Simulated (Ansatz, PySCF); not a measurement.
C₂H₄F₂Si, SMILES C=C(F)[SiH2]F.

Geometry optimised at B3LYP-D3(BJ)/def2-SVP. The structure was generated by enumeration, and PubChem lists no compound with its InChIKey, so it may never have been made. One conformer was computed; it need not be the lowest.

Vertical ionisation energy (IE) and electron affinity (EA) in eV. Rows of orbital energies are one-electron estimates. Where ΔSCF, EOM or ADC give a negative EA the extra electron is unbound and the value depends on the basis.

| level | IE | EA |
|---|---|---|
| −ε(HOMO), −ε(LUMO), ωB97X/def2-TZVP (PySCF) | ___ | ___ |
| −ε(HOMO), −ε(LUMO), PBE/def2-TZVP (PySCF) | 6.74 | 1.58 |
| ΔSCF, CAM-B3LYP/def2-SVPD (Ansatz), final states of multiplicity 2 and 2 | 10.43 | -1.30 |
| ΔSCF, PBE/def2-SVPD (Ansatz), final states of multiplicity 2 and 2 | 10.12 | -1.05 |

Q: Some entries are withheld; supply them. (Estimate from the structure and the level; the computed values follow.)

A: 
- −ε(HOMO), −ε(LUMO), ωB97X/def2-TZVP (PySCF), IE: 10.35
- −ε(HOMO), −ε(LUMO), ωB97X/def2-TZVP (PySCF), EA: -1.61

Q: What vertical singlet–triplet gap does ΔSCF give with CAM-B3LYP/def2-SVPD (Ansatz, an electronic-structure program) and with PBE/def2-SVPD (Ansatz)? (The exact figures need the calculation; the answer reports its results.)

A: 4.16 and 4.22 eV (triplet above singlet where positive).
